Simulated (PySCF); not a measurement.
C4H5, charge -1, singlet, geometry from GFN2-xTB. Base run: DF-HF/def2-SV(P) (PySCF).

The PySCF input:
```python
from pyscf import gto, scf

mol = gto.M(
    atom='''
C     0.681378    1.872858    0.016450
C     0.625982    0.509039    0.003613
C    -0.527155   -0.342904   -0.002228
C    -0.546740   -1.686648   -0.014945
H    -0.390157    2.282348    0.022423
H     1.581379   -0.039362   -0.003452
H    -1.491252    0.172628    0.004542
H     0.366432   -2.267594   -0.022237
H    -1.467193   -2.262090   -0.018615
''',
    basis='def2-sv(p)',
    charge=-1,
    spin=0,
    verbose=4,
)

mf = scf.RHF(mol)
mf = mf.density_fit(auxbasis='def2-universal-jkfit')
mf.kernel()
mf.analyze()
```

Variants of this job, named by their change:

```json
[
 {"change": "base", "basis functions": "66", "E (Eh)": "-154.12130", "HOMO (eV)": "-2.43", "HOMO-LUMO gap (eV)": "11.33"},
 {"change": "basis = STO-3G", "basis functions": "25", "E (Eh)": "-152.20128", "HOMO (eV)": "1.21", "HOMO-LUMO gap (eV)": "12.89"},
 {"change": "basis = LANL2DZ", "basis functions": "46", "E (Eh)": "-154.20527", "HOMO (eV)": "-2.40", "HOMO-LUMO gap (eV)": "10.83"},
 {"change": "basis = 6-31G", "basis functions": "46", "E (Eh)": "-154.17813", "HOMO (eV)": "-2.05", "HOMO-LUMO gap (eV)": "11.30"},
 {"change": "basis = 3-21G", "basis functions": "46", "E (Eh)": "?", "HOMO (eV)": "?", "HOMO-LUMO gap (eV)": "?"},
 {"change": "basis = pcseg-1", "basis functions": "81", "E (Eh)": "-154.21524", "HOMO (eV)": "-2.59", "HOMO-LUMO gap (eV)": "11.17"},
 {"change": "basis = pc-1", "basis functions": "81", "E (Eh)": "?", "HOMO (eV)": "-2.59", "HOMO-LUMO gap (eV)": "11.17"},
 {"change": "basis = 6-31+G*", "basis functions": "82", "E (Eh)": "-154.26418", "HOMO (eV)": "-2.82", "HOMO-LUMO gap (eV)": "8.06"},
 {"change": "basis = 6-311G**", "basis functions": "102", "E (Eh)": "-154.28643", "HOMO (eV)": "-2.48", "HOMO-LUMO gap (eV)": "11.17"},
 {"change": "basis = aug-cc-pVDZ", "basis functions": "137", "E (Eh)": "-154.28144", "HOMO (eV)": "-2.85", "HOMO-LUMO gap (eV)": "6.45"},
 {"change": "basis = cc-pVTZ", "basis functions": "190", "E (Eh)": "-154.30853", "HOMO (eV)": "-2.63", "HOMO-LUMO gap (eV)": "10.83"},
 {"change": "basis = def2-TZVPD", "basis functions": "193", "E (Eh)": "-154.31728", "HOMO (eV)": "-2.82", "HOMO-LUMO gap (eV)": "8.10"},
 {"change": "basis = def2-TZVPP", "basis functions": "?", "E (Eh)": "?", "HOMO (eV)": "?", "HOMO-LUMO gap (eV)": "?"}
]
```

### Question
What belongs in the gaps?

### Answer

- basis = 3-21G, E (Eh): -153.37136
- basis = 3-21G, HOMO (eV): -1.94
- basis = 3-21G, HOMO-LUMO gap (eV): 11.42
- basis = pc-1, E (Eh): -154.21743
- basis = def2-TZVPP, basis functions: 194
- basis = def2-TZVPP, E (Eh): -154.31653
- basis = def2-TZVPP, HOMO (eV): -2.73
- basis = def2-TZVPP, HOMO-LUMO gap (eV): 10.95

Totals compare only among sets that treat the same electrons; sets with core potentials leave the core out.
